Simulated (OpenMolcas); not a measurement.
**Multiplet structure of Hg**

| Property | Result |
| --- | --- |
| Program | OpenMolcas |
| Method | SS-RASPT2, IPEA 0.25 Eh, imaginary shift 0.1 Eh (closed shells correlated: 5d) |
| Basis | ANO-RCC-VTZP [8s7p5d3f1g] |
| Scalar Hamiltonian | DKH2, point nucleus |
| Active space | 2 electrons in 9 orbitals (RAS2 6s 6p; RAS3 6d, at most 2 electrons) |
| State averaging | 2S+1 = 3 even, 3 roots (0 in the spin-orbit step); 2S+1 = 1 even, 1 root; 2S+1 = 3 odd, 3 roots; 2S+1 = 1 odd, 3 roots |
| Spin-orbit coupling | state interaction with AMFI integrals over the reference wave functions, term energies averaged over their components |

Spin-free terms above the lowest, with the occupations of the reference:

```tsv
Configuration	Term	E (cm⁻¹)	Occupations
6s²	¹S	0.0	6s 1.93 6p 0.07
6s 6p	³P°	41384	6s 1.00 6p 1.00
6s 6p	¹P°	53479	6s 0.99 6p 1.00 6d 0.01
```

With spin-orbit coupling, above the lowest level:

| Configuration | Term | J | E (cm⁻¹) | Measured (cm⁻¹) | Term weight % |
| --- | --- | --- | --- | --- | --- |
| 6s² | ¹S | 0 | 0.0 | 0.0 | 100 |
| 6s 6p | ³P° | 0 | 37822 | 37645 | 100 |
| 6s 6p | ³P° | 1 | 39371 | 39412 | 98 |
| 6s 6p | ³P° | 2 | 43166 | 44043 | 100 |
| 6s 6p | ¹P° | 1 | 53711 | 54069 | 98 |

Against the 4 measured excited levels shown (NIST Handbook of Basic Atomic Spectroscopic Data) the mean absolute deviation is 360 cm-1; the largest miss in energy is 6s 6p ³P°₂: computed 43166, measured 44043 cm⁻¹ (-2.0 %).

Some high roots are left out of the spin-orbit mixing, which shifts the levels that they would mix with. Active for correlation alone: 6d; no level in the range computed is led by a configuration that fills it, so any true level of that kind is missing. Spin-orbit splittings of 6p shells tend to come out small when the coupling is added on scalar orbitals. Measured partners are found by configuration, term and J. A level has none where our copy of the source lacks it or the pairing is in doubt (some pairs that miss far off the trend of their configuration count as doubtful), and it then counts in no deviation. Levels of configurations outside the active space are missing. The first state left out of the spin-orbit step lies near 86000 cm-1 above the lowest spin-free state of the reference (among the parities and spins computed), and the list stops at four fifths of that energy or lower.

The term weight is that of the spin-free term in the level, not the purity of its configuration. ° marks odd parity.
